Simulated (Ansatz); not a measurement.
GeO2. Charge 0, multiplicity 1. Geometry PBE0-D4/def2-TZVP.

```tsv
atom	x (Å)	y (Å)	z (Å)
Ge1	-0.007	-0.626	0.875
O2	0.114	0.928	0.004
O3	-0.107	-0.302	-0.879
```

The structure holds 1 bond(s) between oxygen atoms. The restricted singlet is unstable towards broken spin symmetry in Hartree–Fock (as tested in another run); at PBE-D4/def2-TZVP, BLYP-D4/def2-TZVP, r2SCAN-D4/def2-TZVP, PBE0-D4/def2-TZVP and others this wasn't settled. Another isomer (singlet) lies 1.18 eV lower at PBE0-D4/def2-TZVP; other spin states weren't run for this one.

(1) Estimate the orbital energies around the gap (eV) in Ansatz with PBE-D4/def2-TZVP, BLYP-D4/def2-TZVP, r2SCAN-D4/def2-TZVP, PBE0-D4/def2-TZVP, r2SCAN0-D4/def2-TZVP.

Answers

(1) 
```json
{"orbital": "HOMO−9", "PBE-D4/def2-TZVP": "-30.75", "BLYP-D4/def2-TZVP": "-30.71", "r2SCAN-D4/def2-TZVP": "-31.63", "PBE0-D4/def2-TZVP": "-34.81", "r2SCAN0-D4/def2-TZVP": "-35.46"}
{"orbital": "HOMO−8", "PBE-D4/def2-TZVP": "-30.74", "BLYP-D4/def2-TZVP": "-30.71", "r2SCAN-D4/def2-TZVP": "-31.63", "PBE0-D4/def2-TZVP": "-34.80", "r2SCAN0-D4/def2-TZVP": "-35.46"}
{"orbital": "HOMO−7", "PBE-D4/def2-TZVP": "-26.73", "BLYP-D4/def2-TZVP": "-26.46", "r2SCAN-D4/def2-TZVP": "-28.03", "PBE0-D4/def2-TZVP": "-29.87", "r2SCAN0-D4/def2-TZVP": "-30.75"}
{"orbital": "HOMO−6", "PBE-D4/def2-TZVP": "-20.27", "BLYP-D4/def2-TZVP": "-20.05", "r2SCAN-D4/def2-TZVP": "-21.49", "PBE0-D4/def2-TZVP": "-23.07", "r2SCAN0-D4/def2-TZVP": "-23.88"}
{"orbital": "HOMO−5", "PBE-D4/def2-TZVP": "-12.82", "BLYP-D4/def2-TZVP": "-12.67", "r2SCAN-D4/def2-TZVP": "-13.29", "PBE0-D4/def2-TZVP": "-14.62", "r2SCAN0-D4/def2-TZVP": "-14.94"}
{"orbital": "HOMO−4", "PBE-D4/def2-TZVP": "-10.63", "BLYP-D4/def2-TZVP": "-10.40", "r2SCAN-D4/def2-TZVP": "-10.95", "PBE0-D4/def2-TZVP": "-11.93", "r2SCAN0-D4/def2-TZVP": "-12.15"}
{"orbital": "HOMO−3", "PBE-D4/def2-TZVP": "-9.59", "BLYP-D4/def2-TZVP": "-9.43", "r2SCAN-D4/def2-TZVP": "-10.05", "PBE0-D4/def2-TZVP": "-11.42", "r2SCAN0-D4/def2-TZVP": "-11.76"}
{"orbital": "HOMO−2", "PBE-D4/def2-TZVP": "-8.08", "BLYP-D4/def2-TZVP": "-7.98", "r2SCAN-D4/def2-TZVP": "-8.43", "PBE0-D4/def2-TZVP": "-9.33", "r2SCAN0-D4/def2-TZVP": "-9.57"}
{"orbital": "HOMO−1", "PBE-D4/def2-TZVP": "-7.44", "BLYP-D4/def2-TZVP": "-7.30", "r2SCAN-D4/def2-TZVP": "-7.80", "PBE0-D4/def2-TZVP": "-8.93", "r2SCAN0-D4/def2-TZVP": "-9.19"}
{"orbital": "HOMO", "PBE-D4/def2-TZVP": "-5.65", "BLYP-D4/def2-TZVP": "-5.56", "r2SCAN-D4/def2-TZVP": "-6.01", "PBE0-D4/def2-TZVP": "-7.34", "r2SCAN0-D4/def2-TZVP": "-7.61"}
{"orbital": "LUMO", "PBE-D4/def2-TZVP": "-3.31", "BLYP-D4/def2-TZVP": "-3.25", "r2SCAN-D4/def2-TZVP": "-3.25", "PBE0-D4/def2-TZVP": "-2.57", "r2SCAN0-D4/def2-TZVP": "-2.53"}
{"orbital": "LUMO+1", "PBE-D4/def2-TZVP": "-2.30", "BLYP-D4/def2-TZVP": "-2.24", "r2SCAN-D4/def2-TZVP": "-2.08", "PBE0-D4/def2-TZVP": "-1.34", "r2SCAN0-D4/def2-TZVP": "-1.23"}
{"orbital": "LUMO+2", "PBE-D4/def2-TZVP": "-1.27", "BLYP-D4/def2-TZVP": "-1.17", "r2SCAN-D4/def2-TZVP": "-1.00", "PBE0-D4/def2-TZVP": "0.23", "r2SCAN0-D4/def2-TZVP": "0.43"}
{"orbital": "LUMO+3", "PBE-D4/def2-TZVP": "0.56", "BLYP-D4/def2-TZVP": "0.59", "r2SCAN-D4/def2-TZVP": "1.11", "PBE0-D4/def2-TZVP": "1.39", "r2SCAN0-D4/def2-TZVP": "1.73"}
{"orbital": "LUMO+4", "PBE-D4/def2-TZVP": "4.78", "BLYP-D4/def2-TZVP": "4.76", "r2SCAN-D4/def2-TZVP": "5.67", "PBE0-D4/def2-TZVP": "5.57", "r2SCAN0-D4/def2-TZVP": "6.13"}
{"orbital": "LUMO+5", "PBE-D4/def2-TZVP": "5.01", "BLYP-D4/def2-TZVP": "5.02", "r2SCAN-D4/def2-TZVP": "5.87", "PBE0-D4/def2-TZVP": "5.82", "r2SCAN0-D4/def2-TZVP": "6.36"}
```
